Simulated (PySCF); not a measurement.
ClH5SSi2, SMILES S([SiH3])[SiH2]Cl. Atoms are numbered in the order given.

```xyz
9

Si    -1.9557     0.3137    -0.3886
S     -0.3209    -0.8328    -1.2183
Si     1.2917     0.1777    -0.2591
Cl     1.0300     0.2195     1.7952
H     -2.3502    -0.2049     0.9502
H     -1.5540     1.7471    -0.2782
H     -3.0855     0.1622    -1.3468
H      1.3859     1.5942    -0.7027
H      2.5249    -0.5850    -0.5802
```

Geometry optimised at PBE0-D3(BJ)/def2-SVP. The structure was generated by enumeration, and PubChem lists no compound with its InChIKey, so it may never have been made. One conformer was computed; it need not be the lowest.

The numbers are results of PBE0/pcSseg-1 run with PySCF, not measurements.

GIAO shieldings, no solvent; atoms alike by connectivity are averaged. δ = σ(ref) − σ: ²⁹Si against TMS (σ = 352.7 ppm); ³³S against H2S (σ = 716.7 ppm); ³⁵Cl against HCl (σ = 945.9 ppm); ¹H against TMS (σ = 31.56 ppm), references at their B3LYP-D3(BJ)/def2-TZVP geometries, non-relativistic (without spin–orbit terms, shifts of atoms bonded to Cl or Br come out too high).

**Question.** Estimate the chemical shifts. (Estimate from the structure and the level; the computed values follow.)

**Answer.** 
```tsv
nucleus	atoms	count	δ (ppm)
²⁹Si	Si3	1	5.5
²⁹Si	Si1	1	-47.0
³³S	S2	1	-44.6
³⁵Cl	Cl4	1	20.8
¹H	H8, H9	2	5.94
¹H	H5, H6, H7	3	4.99
```
